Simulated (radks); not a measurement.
Results of a calculation; reference values are marked as such.
The ytterbium ion Yb2+ inside a hard spherical wall (all orbitals vanish at R), configuration held at [Xe] 4f14 and not refilled when levels cross. Code: a radial shooting solver on a logarithmic mesh with Libxc functionals. Model: scalar-relativistic Kohn-Sham, LDA (Slater exchange, Perdew-Wang correlation), spin-unpolarised, spherical densities, finite nucleus; Fermi nuclear charge, rms radius 5.3108 fm. Eigenvalues in eV, with the zero of energy where the potential of the charges vanishes at infinity; a dash marks a level that is unbound or too diffuse for the functional's potential to be trusted. A positive occupied level is held by the wall or, in an anion where self-interaction has pushed it up, behind a barrier. The pressure on the wall is -dE/dV.

R (bohr)  E (hartree)  kinetic (hartree)    e(4d)    e(5s)    e(5p)    e(4f)  e(6s, empty)  e(5d, empty)  pressure (GPa)
free      -14048.8121          15302.077  -192.47  -69.993  -42.423  -17.962       -15.255       -13.568               0
20        -14048.8121          15302.077  -192.47  -69.993  -42.423  -17.962       -15.255       -13.568        < 0.0001
8         -14048.8121          15302.077  -192.47  -69.993  -42.422  -17.962       -15.234       -13.561        0.000413
5         -14048.8093          15302.103  -192.31  -69.877  -42.319  -17.812       -13.596       -13.008           0.583
3.5       -14048.7077          15302.904  -190.17  -68.301  -40.726  -15.780        -2.137        -8.812            51.4
3         -14048.4242          15304.791  -186.73  -65.721  -37.850  -12.497        12.310        -3.289             269
2.5       -14047.3045          15311.076  -178.08  -58.888  -29.715   -4.201        46.026         9.971            1560
